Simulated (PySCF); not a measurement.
Problem. Give a GFN2-xTB geometry of `C[Si](C)(C)C` (TMS).

Solution. 
```xyz
17
C4H12Si angstrom
C     -0.407   -1.213   -1.419
Si    -0.001   -0.001   -0.002
C      0.008    1.786   -0.675
C     -1.320   -0.155    1.370
C      1.716   -0.416    0.722
H     -1.380   -1.004   -1.853
H     -0.419   -2.242   -1.070
H      0.327   -1.148   -2.217
H      0.242    2.502    0.106
H     -0.958    2.058   -1.089
H      0.746    1.908   -1.462
H     -2.312    0.075    0.994
H     -1.351   -1.160    1.779
H     -1.117    0.526    2.192
H      1.746   -1.426    1.117
H      2.493   -0.337   -0.033
H      1.977    0.259    1.531
```

Any rigid rotation of these coordinates is as good. Atoms count from 1 in this order. Si2 (four-coordinate silicon) is tetrahedral (angles from 109.4° to 109.6°). All 4 C–Si bonds measure 1.909 Å.

Bonds between heavy atoms (Å): C1–Si2 1.909, Si2–C3 1.909, Si2–C4 1.909, Si2–C5 1.909.

The geometry is computed with GFN2-xTB (gas phase).

Point group: Td (tolerance 0.08 Å). No frequency check.
